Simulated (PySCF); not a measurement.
C3H4BrF. Atoms are numbered in the order given.

```xyz
9

C      1.3744    -1.6822     0.0000
C     -0.0929    -1.4446     0.0000
F     -0.8086    -2.5877     0.0000
C     -0.7793    -0.2977     0.0000
Br     0.0253     1.4116     0.0000
H      1.6587    -2.2706     0.8880
H      1.9301    -0.7372     0.0000
H      1.6587    -2.2706    -0.8880
H     -1.8693    -0.2934     0.0000
```

The structure is a stationary point at B3LYP-D3(BJ)/def2-SVP.

The numbers are results of CAM-B3LYP/def2-TZVP (PySCF), not measurements.

Gas-phase values at a fixed geometry.

Q: Estimate the frontier levels, gap, dipole moment and polarisability. (The exact figures need the calculation; the answer reports its results.)

A: 
| Quantity | Value |
|---|---|
| highest occupied level | -8.36 eV |
| lowest empty level | 1.11 eV |
| orbital gap | 9.47 eV |
| dipole moment | 0.99 D |
| quadrupole, principal values (traceless, Buckingham form, about the centre of nuclear charge) | -4.96, -1.17, 6.13 D·Å |
| mean static polarisability | 56.2 bohr³ (8.33 Å³) |
| polarisability, principal values | 39.6, 52.2, 76.9 bohr³ |
